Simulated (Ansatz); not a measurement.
Reaction (cleavage of the Si–B bond): `F[Si](F)(F)BCl` + `N=C=O` → `O=C=N[Si](F)(F)F` + `BCl`

Program: Ansatz. Geometries: PBE0-D4/def2-TZVP. ΔE: electronic, gas phase. CCSD(T)/CBS adds triple-zeta CCSD(T) − MP2 to the extrapolated MP2 energy (def2 sets, frozen cores). This one scheme is used for every species. DFT in def2-TZVPP. B3LYP here is the variant with VWN-RPA as its local correlation; programs differ in this. One conformer a species, not always the lowest.

`F[Si](F)(F)BCl`:

Cartesian coordinates in Å:
```
F 0.143 1.352 1.479
Si -0.559 0.299 0.535
F -1.758 1.039 -0.182
F -1.180 -0.820 1.463
B 0.686 -0.511 -0.819
Cl 2.344 -0.033 -0.867
H 0.324 -1.326 -1.610
```

`N=C=O`:

```xyz
4

N    -0.016   -0.444   -0.624
C     0.246    0.336    0.261
O     0.618    1.111    1.041
H    -0.849   -1.002   -0.679
```

`O=C=N[Si](F)(F)F`:

```xyz
7

O    -1.646   -0.826    2.404
C    -1.025   -0.488    1.487
N    -0.389   -0.128    0.542
Si    0.537    0.263   -0.782
F     0.479    1.805   -1.046
F     0.013   -0.480   -2.057
F     2.031   -0.145   -0.548
```

`BCl`:

Cartesian coordinates in Å:
```
B 0.038 0.146 0.024
Cl -0.394 -1.510 -0.246
H 0.826 0.387 0.882
H -0.470 0.977 -0.660
```

Question: Is it downhill or uphill in electronic energy at CCSD(T)/CBS, and by how much? (Best estimate.)

Answer: Computed: Downhill: ΔE = -29.7 kcal/mol.

Question: What do these levels give: PBE-D4, B3LYP-D4, ωB97X-V, B2PLYP, PBE, B3LYP, CAM-B3LYP, LC-ωPBE, RPA@PBE/def2-TZVPP, CCSD/def2-SVP, MP2/def2-TZVPP, MP2/def2-QZVPP? (An estimate is asked.)

Answer: Computed: PBE-D4 -24.0, B3LYP-D4 -28.9, ωB97X-V -28.7, B2PLYP -30.2, PBE -24.1, B3LYP -29.1, CAM-B3LYP -30.3, LC-ωPBE -28.3, RPA@PBE/def2-TZVPP -28.6, CCSD/def2-SVP -30.2, MP2/def2-TZVPP -31.7, MP2/def2-QZVPP -31.7 kcal/mol.

Largest T1 diagnostic among the species: 0.018.

In def2-TZVPP, CCSD(T) changes the Hartree–Fock value by +6.9 kcal/mol (the triples alone add +1.1 kcal/mol) and MP2 by +5.1 kcal/mol. From BLYP to BHLYP (50 % exact exchange), in def2-TZVPP and without D4, ΔE moves by −6.2 kcal/mol.
